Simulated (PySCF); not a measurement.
C₆ coefficients of unlike pairs at wB97M-V

Calculated with PySCF 2.14 from the dipole response of each species, C₆(A,B) = (3/π) ∫ α_A(iu) α_B(iu) du, in atomic units, from isotropic polarisabilities. For ions this is the dispersion term alone; charge-induced terms of lower order in 1/R come first.

```
species           configuration                                    basis      relativity  α (bohr³)  C₆ (like pair)
   Ne²⁺       [He] 2s2 2p4 (3P)              aug-cc-pVQZ-DK (6s5p4d3f2g)   spin-free X2C     0.8631           1.097
   Sb²⁺  [Kr] 4d10 5s2 5p1 (2P)  aug-cc-pVTZ-PP with ECP28MDF (6s5p4d2f)  core potential      15.66           92.00
    S²⁺       [Ne] 3s2 3p2 (3P)             aug-cc-pV(Q+d)Z (7s6p5d3f2g)            none      7.414           26.82
```

Question: Estimate C₆ for S²⁺ with Ne²⁺.

Answer: The integral gives 4.700. The combination rule 2 C_A C_B / (C_A α_B/α_A + C_B α_A/α_B) gives 4.691 and the geometric mean 5.424.

No spin-orbit coupling is included.

The other pairs:

| pair | C₆ |
| --- | --- |
| S²⁺, Sb²⁺ | 49.37 |
| Sb²⁺, Ne²⁺ | 8.346 |
